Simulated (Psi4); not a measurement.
HSn, doublet, at a GFN2-xTB geometry (such geometries of metal compounds can be far from the true shape) (core potentials on Sn); Psi4 with SVWN/def2-SVP.

Here is a job for Psi4.
```
memory 2 GB

molecule mol {
0 2
  Sn   -0.000000   -0.000000   -0.035442
  H     0.000000    0.000000    1.772092
}

set basis def2-svp
set reference uks

energy('svwn')
print_variables()
```

Q: Write the output that Psi4 gives for this input, abridged.

A: 
```
   => Loading Basis Set <=

    Name: DEF2-SVP
    Role: ORBITAL
    Keyword: BASIS

    !!!  WARNING: ECP capability is in beta. Please check occupations closely.  !!!

         ---------------------------------------------------------
                                   SCF
               by Justin Turney, Rob Parrish, Andy Simmonett
                          and Daniel G. A. Smith
                              UKS Reference
         ---------------------------------------------------------

  ==> Geometry <==

    Molecular point group: c2v
    Full point group: C_inf_v

    Geometry (in Angstrom), charge = 0, multiplicity = 2:

       Center              X                  Y                   Z               Mass
    ------------   -----------------  -----------------  -----------------  -----------------
         SN           0.000000000000     0.000000000000    -0.015066393269   119.902201630000
         H            0.000000000000     0.000000000000     1.792467606731     1.007825032230

  Running in c2v symmetry.

  Rotational constants: A = ************  B =      5.16266  C =      5.16266 [cm^-1]
  Rotational constants: A = ************  B = 154772.66730  C = 154772.66730 [MHz]
  Nuclear repulsion =    6.440763291169073

  Charge       = 0
  Multiplicity = 2
  Electrons    = 23
  Nalpha       = 12
  Nbeta        = 11

  ==> Algorithm <==

  SCF Algorithm Type is DF.
  DIIS enabled.
  MOM disabled.
  Fractional occupation disabled.
  Guess Type is SAD.
  Energy threshold   = 1.00e-06
  Density threshold  = 1.00e-06
  Integral threshold = 1.00e-12

  ==> Primary Basis <==

  Basis Set: DEF2-SVP
    Blend: DEF2-SVP
    Number of shells: 13
    Number of basis functions: 31
    Number of Cartesian functions: 33
    Spherical Harmonics?: true
    Max angular momentum: 2

  Core potential: DEF2-SVP
    Number of shells: 4
    Number of ECP primitives: 18
    Number of ECP core electrons: 28
    Max angular momentum: 3

  ==> DFT Potential <==

   => LibXC <=

    Version 7.1.2
    S. Lehtola, C. Steigemann, M. J. T. Oliveira, and M. A. L. Marques,  SoftwareX 7, 1–5 (2018) (10.1016/j.softx.2017.11.002)

   => Composite Functional: SVWN <=

    Slater exchange
    Vosko, Wilk & Nusair (VWN5_RPA)
    P. A. M. Dirac,  Math. Proc. Cambridge Philos. Soc. 26, 376 (1930) (10.1017/S0305004100016108)
    F. Bloch,  Z. Phys. 57, 545 (1929) (10.1007/BF01340281)
    S. H. Vosko, L. Wilk, and M. Nusair,  Can. J. Phys. 58, 1200 (1980) (10.1139/p80-159)

[...]
   @DF-UKS iter  91:  -214.94180896430547   -9.50981e-04   2.17469e-03 ADIIS/DIIS
   @DF-UKS iter  92:  -214.94176903824194    3.99261e-05   2.19660e-03 ADIIS/DIIS
   @DF-UKS iter  93:  -214.94209464679722   -3.25609e-04   2.01094e-03 ADIIS/DIIS
   @DF-UKS iter  94:  -214.94224211891864   -1.47472e-04   1.92093e-03 ADIIS/DIIS
   @DF-UKS iter  95:  -214.94181521061941    4.26908e-04   2.17128e-03 ADIIS/DIIS
   @DF-UKS iter  96:  -214.94096573711343    8.49474e-04   2.59823e-03 ADIIS/DIIS
   @DF-UKS iter  97:  -214.93957603613970    1.38970e-03   3.17460e-03 ADIIS/DIIS
    Occupation by irrep:
             A1    A2    B1    B2
    DOCC [     6,    1,    2,    2 ]
    SOCC [     0,    0,    1,    0 ]
    NA   [     6,    1,    3,    2 ]
    NB   [     6,    1,    2,    2 ]

   @DF-UKS iter  98:  -214.94307152906219   -3.49549e-03   1.30305e-03 ADIIS/DIIS
   @DF-UKS iter  99:  -214.94151607333237    1.55546e-03   2.33067e-03 ADIIS/DIIS
   @DF-UKS iter 100:  -214.94151464803218    1.42530e-06   2.33131e-03 ADIIS/DIIS

PsiException: Could not converge SCF iterations in 100 iterations.

  Failed to converge.

Traceback (most recent call last):
  File "psi4", line 375, in <module>
  File "<string>", line 23, in <module>
  File "site-packages/psi4/driver/driver.py", line 533, in energy
  File "site-packages/psi4/driver/procrouting/proc.py", line 2760, in run_scf
  File "site-packages/psi4/driver/procrouting/proc.py", line 2047, in scf_helper
  File "site-packages/psi4/driver/procrouting/scf_proc/scf_iterator.py", line 93, in scf_compute_energy
  File "site-packages/psi4/driver/procrouting/scf_proc/scf_iterator.py", line 86, in scf_compute_energy
  File "site-packages/psi4/driver/procrouting/scf_proc/scf_iterator.py", line 609, in scf_iterate

psi4.driver.p4util.exceptions.SCFConvergenceError: Could not converge SCF iterations in 100 iterations.

Printing out the relevant lines from the Psithon --> Python processed input file:
      H     0.000000    0.000000    1.772092
    ""","mol")
    core.IO.set_default_namespace("mol")
    core.set_global_option("BASIS", "def2-svp")
    core.set_global_option("REFERENCE", "uks")
--> energy('svwn')
    print_variables()

!-------------------------------------------------------!
!                                                       !
!  Could not converge SCF iterations in 100 iterations. !
!                                                       !
!-------------------------------------------------------!
```

Convergence was not reached.
